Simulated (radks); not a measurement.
Spherical quantum dot in the effective-mass picture: electrons in a parabolic well V = omega^2 r^2 / 2 with omega = 0.995, with a point charge +2 (a donor) at the centre, all in effective atomic units (hartree* = m*/eps^2 hartree, bohr* = eps/m* bohr), one dielectric constant everywhere. Method: non-relativistic Kohn-Sham, LDA (Slater exchange, Perdew-Wang correlation), spin-polarised, spherical densities; computed with a radial shooting solver with Libxc functionals. Levels are named by radial order and angular momentum (1s, 1p, 1d, 2s, ...), and open shells are averaged over m. Results are scaled to m* = 0.438 and eps = 13.9, for which hartree* = 61.69 meV and bohr* = 1.679 nm.

N = 20, configuration 1s2 1p6 1d10 2s2. This is the lowest configuration that the search found. Occupied and some empty levels:

level  occupation  eigenvalue (meV)  <r> (nm)
1s              2            549.66     1.595
1p              6            614.61     3.284
2s              2            625.07     3.387
1d             10            651.12     3.890
1f              0            688.82     4.307
2p              0            691.57     3.719
1g              0            728.96     4.648

Energy (meV): total 7341.71, kinetic 1275.7, external 1261.4, Hartree 5386.6, exchange-correlation -581.98.

Electron density:

r (nm)  n(r) (e/nm^3)
0.146          0.7635
0.513          0.3288
0.880          0.1519
1.25          0.08114
1.61          0.05565
1.98          0.04936
2.35          0.04988
2.72          0.05089
3.08          0.04935
3.45          0.04435
3.82          0.03654
4.18          0.02732
4.55          0.01848
4.92          0.01120
5.28         0.006092
5.65         0.002948
6.02         0.001276
6.38        0.0004904
6.75        0.0001690
7.12       0.00005168
